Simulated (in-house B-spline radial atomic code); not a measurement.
Values are calculated unless marked as measured or tabulated.
# Making a Troullier-Martins s channel for Ga, r_c = 1.68 bohr

Ga, [Ar] 3d10 4s2 4p1, non-relativistic PBE, spherical and spin-unpolarised, from a B-spline radial code for spherical atoms (atomic units). The all-electron 4s level is ε = -0.320089 hartree, its outermost node lies just inside 0.83 bohr and its outer maximum at 1.93 bohr.

Inside r_c the pseudo-orbital is u(r) = r^1 exp(p(r)), with p = c0 + c2 r² + c4 r⁴ + … + c12 r¹². The seven coefficients follow from p and its first four derivatives at r_c, from zero curvature of the screened potential at the origin, c4 = −c2²/(2l + 5), and from the norm inside r_c. At r_c the all-electron orbital has P = 0.6834412, P' = 0.2025719, the screened potential V = -1.045342, V' = 1.358304, V'' = -2.911521, and the norm inside is Q = 0.2274665.

Question: What are p, p' and p'' at r_c?

Answer: p = ln(P/r_c^1) = ln(0.6834412/1.68) = -0.89941. p' = P'/P − 1/r_c = 0.29640 − 0.59524 = -0.29884. The radial equation gives p'' = 2(V − ε) − 2(1) p'/r_c − p'² = -1.45051 − (-0.35576) − 0.08930 = -1.18405. Differentiating, p''' = 2V' + 2(1)p'/r_c² − 2(1)p''/r_c − 2p'p'' = 3.2068, and p'''' = 2V'' − 4(1)p'/r_c³ + 4(1)p''/r_c² − 2(1)p'''/r_c − 2p''² − 2p'p''' = -11.954.

For a trial c2 the five matching conditions are linear in c0, c6, c8, c10 and c12, and c2 is varied until the norm inside r_c equals Q. The root nearest zero gives:

| n | c_n |
| --- | --- |
| 0 | -1.801621 |
| 2 | 0.937908 |
| 4 | -0.1759343 |
| 6 | -0.09897562 |
| 8 | 0.04800996 |
| 10 | -0.007720686 |
| 12 | 0.0004313723 |

Question: Check c4 and p(r_c), and find the screened pseudopotential at the origin.

Answer: −c2²/5 = -0.175934, as listed. The terms c_n r_c^n are -1.80162, 2.64715, -1.40148, -2.22528, 3.04653, -1.38277, 0.21805, which sum to -0.89941. Inverting the radial equation, V_l(r) = ε + 1 p'/r + (p'' + p'²)/2, so V_l(0) = ε + (2l + 3) c2 = -0.320089 + 3 × (0.937908) = 2.4936 hartree, finite where the all-electron potential diverges.

Orbitals and screened potentials:

| r (bohr) | P | u | V all-electron | V pseudo |
| --- | --- | --- | --- | --- |
| 0.168 | 0.1825 | 0.02846 | -106.1 | 2.491 |
| 0.42 | -0.2802 | 0.0813 | -23.19 | 2.393 |
| 0.672 | -0.1905 | 0.1622 | -8.657 | 1.905 |
| 0.924 | 0.1399 | 0.2872 | -4.147 | 0.8057 |
| 1.176 | 0.4204 | 0.4488 | -2.359 | -0.5347 |
| 1.428 | 0.5965 | 0.5977 | -1.505 | -1.232 |
| 1.68 | 0.6834 | 0.6834 | -1.045 | -1.045 |

Logarithmic derivatives P'/P at R = 1.98 bohr, for energies E around ε:

```tsv
E − ε (hartree)	all-electron	pseudo
-0.5	0.581106	0.577795
-0.25	0.296169	0.295063
-0.1	0.0998692	0.0996551
0	-0.0443735	-0.0443734
0.1	-0.20145	-0.201733
0.25	-0.466411	-0.468644
0.5	-1.01565	-1.0295
```

Question: With P(R) = 0.7061238 and a norm of 0.3747382 inside R, what slope in energy does norm conservation fix?

Answer: d(P'/P)/dE = −2 × (norm inside R)/P(R)² = -1.5031 per hartree·bohr at E = ε, for both atoms, since orbital and norm agree at R. Differences over ±0.1 hartree give -1.5066 (all-electron) and -1.5069 (pseudo), which also hold third-order terms. Half a hartree below ε the two curves differ by -0.0033.
